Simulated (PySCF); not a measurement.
Work out the structure from these simulated measurements.

Formula: C5H6OS.

* Rotational structure: rotational constants A, B, C: 3.432, 2.164, 1.668 GHz [GFN2-xTB]
* UV, strongest line: among the 8 lowest singlet transitions: S4 at 5.49 eV (226 nm, f = 0.086) [TDDFT B3LYP/def2-SVPD]
* Dipole: 2.29 D [B3LYP/def2-SVPD]
* 1H NMR: chemical shifts (computed TMS as zero) by class: 9.25 (1 H), 5.70 (1 H), 5.53 (1 H), 4.11 (1 H), 3.88 (1 H), 2.72 (1 H) ppm [GIAO PBE0/pcSseg-1]
* Polarisability: 78.7 au [B3LYP/def2-SVPD]
* NMR, other nuclei: isotropic shieldings of nuclei other than C and H, by class: -283 (1 O), 421 (1 S) ppm [GIAO PBE0/pcSseg-1]
* 13C NMR: chemical shifts (computed TMS as zero) by class: 189.3 (1 C), 129.5 (1 C), 129.5 (1 C), 58.9 (1 C), 34.4 (1 C) ppm [GIAO PBE0/pcSseg-1]

Gas-phase values; electronic properties from PySCF, density fitting. Levels stand in brackets. One conformer (not necessarily the lowest) at the GFN2-xTB geometry, without solvent, vibrations or thermal averaging. NMR classes are plain means over equivalent atoms (diastereotopic ones count apart unless rotation or inversion swaps them), as if these changed places fast.

Q: What is the compound? Reason from the data.

A: Numbering: `[O:1]=[CH:2][C@@H:3]1[CH2:4][CH:5]=[CH:6][S:7]1`. Its formula, C5H6OS, gives 3 degrees of unsaturation: 1 ring and 2 π bonds in the structure found. 5 carbons fall into 5 classes; from least to most shielded: aldehyde carbon [C2] (189.3 ppm), alkene CH carbon [C6] (129.5 ppm), alkene CH carbon [C5] (129.5 ppm), ring sp3 carbon bound to sulfur [C3] (58.9 ppm), allylic carbon [C4] (34.4 ppm). Hydrogen classes from least to most shielded: 1 H on an aldehyde carbon, C2 (9.25 ppm), 1 H on an alkene CH carbon, C6 (5.70 ppm), 1 H on an alkene CH carbon, C5 (5.53 ppm), 1 H on an sp3 carbon bound to sulfur, C3 (4.11 ppm), 1 H on an allylic carbon, C4 (3.88 ppm), 1 H on an allylic carbon, C4 (2.72 ppm). The other shieldings belong to: -283 ppm, aldehyde oxygen [O1]; 421 ppm, sulfide sulfur [S7]. The optimised geometry has point group C1 and is an asymmetric top. Structure: `O=C[C@@H]1CC=CS1`. Computed isomers that give other values at the same levels: `CSc1ccoc1` (13C chemical shifts (computed TMS as zero) by class: 148.6 (1 C), 137.5 (1 C), 132.2 (1 C), 116.3 (1 C), 19.3 (1 C) ppm); `COc1cccs1` (rotational constant A: 4.895 GHz; this holds for the one conformer computed); `CSc1ccco1` (13C chemical shifts (computed TMS as zero) by class: 154.4 (1 C), 145.8 (1 C), 119.4 (1 C), 109.4 (1 C), 17.7 (1 C) ppm). The assignments are read from this structure; whether some other isomer fits the data as well wasn't checked. The mirror image fits equally.

The values belong to the conformer `[O:1]=[CH:2][C@@H:3]1[CH2:4][CH:5]=[CH:6][S:7]1`: O1–C2–C3–C4 4°.
